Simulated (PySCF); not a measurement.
From one molecule to another.

First species: P5 (charge -1).
InChI=1S/P5/c1-2-4-5-3-1/q-1

Second species: C₆H₉N.
InChI=1S/C6H9N/c1-4-6(2)5-7-3/h4-5H,1-2H2,3H3/b7-5-

Levels: wB97X-D/def2-SVPD for HOMO energy, LUMO energy, HOMO–LUMO gap, static isotropic polarisability and electronic spatial extent ⟨r²⟩ about the centre of nuclear charge; TDDFT wB97X-D/def2-SVPD for lowest singlet excitation; TDA wB97X-D/def2-SVPD for lowest triplet excitation (Tamm–Dancoff). Geometries: GFN2-xTB. Each species is one conformer at its optimised geometry, gas phase, non-relativistic unless stated. Electronic properties by PySCF.

Dipoles, sizes and rotational constants follow the conformer. The torsions of the flexible species, by atom-mapped SMILES:
- `[CH2:1]=[CH:2][C:3](=[CH2:4])/[CH:5]=[N:6]\[CH3:7]`: C1–C2–C3–C4 -171°, C2–C3–C5–N6 -119°

Q: Which has the higher T1 energy?

A: The second: 3.33 eV against 2.81 eV, a difference of 0.52 eV.

Q: Which has the higher ⟨r²⟩?

A: The first: 1027 bohr² against 839 bohr², a difference of 188 bohr².

Q: Which of the two has the higher static isotropic polarisability, and by how much?

A: The first: 135.5 au against 82.7 au, a difference of 52.8 au.

Q: Which of the two has the higher HOMO energy, and by how much?

A: The first: -4.03 eV against -8.82 eV, a difference of 4.79 eV.

Q: Which has the higher HOMO–LUMO gap?

A: The second: 9.35 eV against 7.88 eV, a difference of 1.47 eV.

Q: Which of the two has the higher S1 energy, and by how much?

A: The second: 4.68 eV against 3.61 eV, a difference of 1.07 eV.

Q: Which of the two has the higher LUMO energy, and by how much?

A: The first: 3.85 eV against 0.53 eV, a difference of 3.32 eV.

On the first: No computed singlet falls in the visible range (750 to 380 nm, 1.65 to 3.26 eV); S1 lies 0.35 eV above its blue end. The principal polarisabilities are 83.6, 161.4 and 161.5 au; their mean is the isotropic value.

On the second: In wavenumbers S1 is 37700 cm⁻¹ (1 eV = 8065.54 cm⁻¹). The polarisability is 12.26 Å³ as a volume (1 au = 0.148185 Å³), or 1.59 au for each of the 52 electrons.
